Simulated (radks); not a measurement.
Spherical quantum dot in the effective-mass picture: electrons in a parabolic well V = omega^2 r^2 / 2 with omega = 0.367, all in effective atomic units (hartree* = m*/eps^2 hartree, bohr* = eps/m* bohr), one dielectric constant everywhere. Method: non-relativistic Kohn-Sham, LDA (Slater exchange, Perdew-Wang correlation), spin-polarised, spherical densities; computed with a radial shooting solver with Libxc functionals. Levels are named by radial order and angular momentum (1s, 1p, 1d, 2s, ...), and open shells are averaged over m.

N = 13, configuration 1s2 1p6 1d(up 5, down 0). This is the lowest configuration that the search found. Occupied and some empty levels:

| level | occupation | eigenvalue (hartree*) | <r> (bohr*) |
|---|---|---|---|
| 1s up | 1 | 3.9188 | 2.944 |
| 1s down | 1 | 3.9551 | 2.846 |
| 1p up | 3 | 4.0682 | 3.561 |
| 1p down | 3 | 4.1144 | 3.533 |
| 1d up | 5 | 4.2486 | 3.995 |
| 1d down | 0 | 4.2975 | 4.003 |
| 2s up | 0 | 4.3158 | 3.357 |
| 2s down | 0 | 4.3441 | 3.414 |
| 1f up | 0 | 4.4545 | 4.344 |
| 1f down | 0 | 4.5025 | 4.372 |
| 2p up | 0 | 4.5476 | 3.826 |
| 2p down | 0 | 4.5775 | 3.843 |

Energy (hartree*): total 33.6866, kinetic 3.5024, external 12.489, Hartree 20.981, exchange-correlation -3.2851.
